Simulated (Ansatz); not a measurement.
`N[SiH](Cl)[InH2]` + HCl → `N[SiH](Cl)Cl` + `[InH3]` at 700 K and 1 bar (cleavage of the Si–In bond).

Calculated with Ansatz (gas phase, PBE0-D4/def2-TZVP geometries, no zero-point term in ΔE). CBS: MP2 limit from def2 TZ/QZ plus the TZ coupled-cluster correction, frozen cores. This one scheme is used for every species. Elements past krypton have def2 core potentials. For In outer-core shells are correlated without core-valence functions, which leaves a few kJ/mol of doubt a bond. Each species was taken in one conformer, which may not be the lowest.

| species | CCSD(T)/CBS energy (Eh) | H − E (kJ/mol) | S (J/(mol·K)) |
| --- | --- | --- | --- |
| `N[SiH](Cl)[InH2]` | -996.44148 | 208.8 | 498.3 |
| HCl | -460.38127 | 38.4 | 211.8 |
| `N[SiH](Cl)Cl` | -1265.28357 | 162.7 | 419.5 |
| `[InH3]` | -191.56739 | 77.3 | 275.7 |

H − E and S are ideal-gas, rigid-rotor, harmonic terms from PBE0-D4/def2-TZVP, for one conformer and one mirror image of each species. 1 Eh = 2625.50 kJ/mol, R = 8.31446 J/(mol·K).

By hand: ΔE, ΔH, ΔS and ΔG.

ΔE = (-1265.28357) + (-191.56739) − (-996.44148) − (-460.38127) = -0.02821 Eh = -74.1 kJ/mol. Δ(H − E) = 162.7 + 77.3 − 208.8 − 38.4 = -7.2, so ΔH = -81.3 kJ/mol. ΔS = 419.5 + 275.7 − 498.3 − 211.8 = -14.9 J/(mol·K). ΔG = -81.3 − 700 × (-14.9)/1000 = -70.9 kJ/mol.

By hand: the equilibrium constant, and the temperature at which ΔG would vanish if ΔH and ΔS stayed fixed.

log₁₀ K = −ΔG/(RT ln 10) = 5.3. ΔG = 0 at ΔH/ΔS = 5456 K, far beyond where these terms or the molecules hold.

The number of gas molecules stays the same, so ΔS is small and ΔH decides. A doubt of 5 kJ/mol in ΔE shifts log₁₀ K by 0.4 here. Other conformers and mirror images would add mixing entropy, several J/(mol·K) or more a flexible species. These are equilibria of isolated gas molecules and say nothing of rates. Largest T1 diagnostic: 0.014 (customary marks: 0.02 for closed shells, 0.045 for open ones).
